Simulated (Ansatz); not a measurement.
Species: SiN$_{2}$H$_{5}$Cl, charge 0, singlet. SiN2H5Cl (SMILES [SiH](Cl)(N)N).
B3LYP-D3(BJ)/def2-TZVP minimum from Ansatz (an electronic-structure program):
```xyz
9

Si    -0.2239    -0.0966     0.5016
N     -1.4237    -0.9738    -0.3276
N      0.8945    -1.2088     1.1383
Cl     0.4998     1.2382    -0.9289
H     -0.6274     0.7597     1.6329
H     -1.9387    -0.5709    -1.0921
H     -1.9039    -1.7449     0.1070
H      1.3047    -1.9207     0.5536
H      1.5078    -0.9427     1.8926
```

Atomisation energy term by term, kcal/mol (programs: Ansatz). Radicals and triplets start from unrestricted determinants; spin-orbit coupling is neglected. Correlated methods leave the cores frozen. Rows without X2C or -DK are non-relativistic. CBS(X,Y): correlation extrapolated as X^-3, Hartree-Fock from the larger set. A bracket is a step between two methods taken in the basis named. 'core' is core correlation in cc-pwCVTZ (1s frozen past Ne), 'X2C' scalar relativity in cc-pVTZ-DK, both at CCSD(T). For partners of very few electrons the exact lower level stands in for a higher one.

```
term                                       basis  kcal/mol
------------------  ----------------------------  --------
Hartree-Fock                         cc-pV(Q+d)Z    514.99
CCSD correlation    CBS(cc-pV(T+d)Z,cc-pV(Q+d)Z)    212.84
(T)                 CBS(cc-pV(T+d)Z,cc-pV(Q+d)Z)     12.75
CCSDT(Q) - CCSD(T)                   cc-pV(D+d)Z      0.67
core correlation                       cc-pwCVTZ      1.60
scalar relativity                X2C, cc-pVTZ-DK     -1.61
sum: De                                              741.2
```
